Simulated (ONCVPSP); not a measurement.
u(r) = r·R(r): atom against pseudo-atom (Cr (Z = 24))

Columns: radius, all-electron u(r) and pseudo u(r) of the 3s shell (level -80.98 eV) of chromium in the configuration [Ne] 3s2 3p6 3d5; PBE, scalar-relativistic, ONCV scheme, ONCVPSP 4.0.1.

```json
{"r (bohr)": "0.103", "all-electron": "-0.1836", "pseudo": "0.1857"}
{"r (bohr)": "0.205", "all-electron": "-0.6165", "pseudo": "0.3565"}
{"r (bohr)": "0.308", "all-electron": "-0.2819", "pseudo": "0.5275"}
{"r (bohr)": "0.410", "all-electron": "0.2699", "pseudo": "0.6976"}
{"r (bohr)": "0.513", "all-electron": "0.7378", "pseudo": "0.8445"}
{"r (bohr)": "0.615", "all-electron": "1.0276", "pseudo": "0.9566"}
{"r (bohr)": "0.718", "all-electron": "1.1569", "pseudo": "1.0572"}
{"r (bohr)": "0.820", "all-electron": "1.1663", "pseudo": "1.1267"}
{"r (bohr)": "0.923", "all-electron": "1.1011", "pseudo": "1.1000"}
{"r (bohr)": "1.025", "all-electron": "0.9966", "pseudo": "0.9965"}
{"r (bohr)": "1.128", "all-electron": "0.8750", "pseudo": "0.8749"}
{"r (bohr)": "1.230", "all-electron": "0.7532", "pseudo": "0.7531"}
{"r (bohr)": "1.332", "all-electron": "0.6384", "pseudo": "0.6384"}
{"r (bohr)": "1.435", "all-electron": "0.5339", "pseudo": "0.5338"}
{"r (bohr)": "1.538", "all-electron": "0.4423", "pseudo": "0.4423"}
{"r (bohr)": "1.640", "all-electron": "0.3645", "pseudo": "0.3645"}
{"r (bohr)": "1.743", "all-electron": "0.2980", "pseudo": "0.2980"}
{"r (bohr)": "1.845", "all-electron": "0.2430", "pseudo": "0.2430"}
{"r (bohr)": "1.948", "all-electron": "0.1969", "pseudo": "0.1969"}
{"r (bohr)": "2.050", "all-electron": "0.1594", "pseudo": "0.1594"}
{"r (bohr)": "2.153", "all-electron": "0.1284", "pseudo": "0.1284"}
{"r (bohr)": "2.255", "all-electron": "0.1034", "pseudo": "0.1034"}
{"r (bohr)": "2.358", "all-electron": "0.0829", "pseudo": "0.0829"}
{"r (bohr)": "2.460", "all-electron": "0.0665", "pseudo": "0.0665"}
{"r (bohr)": "2.562", "all-electron": "0.0532", "pseudo": "0.0533"}
{"r (bohr)": "2.665", "all-electron": "0.0425", "pseudo": "0.0425"}
```

(1) How many radial nodes do the two functions have?

(2) At about which radius was the pseudo-wave matched?

(3) Where does each function peak?

(4) Is the pseudo-wave norm-conserving?

## Answers

(1) The all-electron 3s function has n − l − 1 = 2 (the table is too coarse to show those close to the nucleus); the pseudo-wave has 0, since the states of the same l below it are removed with the core.

(2) 0.95 bohr, where the columns begin to agree (steps of 0.10 bohr).

(3) Outermost all-electron maximum near 0.82 bohr, pseudo maximum near 0.82 bohr (to the table’s step).

(4) Yes: the ONCV scheme keeps the norm inside the radius equal to the all-electron one, which fixes the energy derivative of the logarithmic derivative at the level.
